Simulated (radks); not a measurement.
Values are calculated unless marked as measured or tabulated.
Neutral praseodymium inside a hard spherical wall (all orbitals vanish at R), configuration held at [Xe] 4f3 6s2 and not refilled when levels cross. Code: a radial shooting solver on a logarithmic mesh with Libxc functionals. Model: scalar-relativistic Kohn-Sham, LDA (Slater exchange, VWN5 correlation), spin-polarised, spherical densities, finite nucleus; open shells are filled with parallel spins first (spin-orbit coupling, left out, can overturn this in heavy ions); Fermi nuclear charge, rms radius 4.8919 fm. Eigenvalues in eV for spin up, with the zero of energy where the potential of the charges vanishes at infinity; a dash marks a level that is unbound or too diffuse for the functional's potential to be trusted. A positive occupied level is held by the wall or, in an anion where self-interaction has pushed it up, behind a barrier. The pressure on the wall is -dE/dV.

R (bohr)  E (hartree)  kinetic (hartree)    e(5s)    e(5p)   e(6s)  e(5d, empty)   e(4f)  e(6p, empty)  pressure (GPa)
free       -9230.2098           9799.768  -39.612  -21.921  -3.649        -2.297  -2.006        -1.314               0
20         -9230.2098           9799.768  -39.612  -21.921  -3.649        -2.296  -2.006        -1.313        < 0.0001
12         -9230.2092           9799.775  -39.561  -21.871  -3.610        -2.251  -1.955        -1.196         0.00954
10         -9230.2058           9799.802  -39.384  -21.697  -3.463        -2.097  -1.780        -0.888          0.0871
7          -9230.1494           9800.093  -38.098  -20.452  -2.040        -0.901  -0.492         1.516            2.58
5          -9229.8185           9801.398  -34.999  -17.526   3.738         2.609   2.811        10.014            37.1
3          -9225.5979           9816.851  -19.073   -0.816  53.115        25.962  21.838        70.242            1850
2.5        -9219.6924           9836.361   -3.715   17.029  106.21        50.203  38.488        129.54            6950
2          -9202.8917           9887.736   34.703   62.121  229.78        108.02  71.591        262.42           33200
1.5        -9142.8189          10061.272   165.64   209.63  574.60        277.19  152.30        620.42          239000
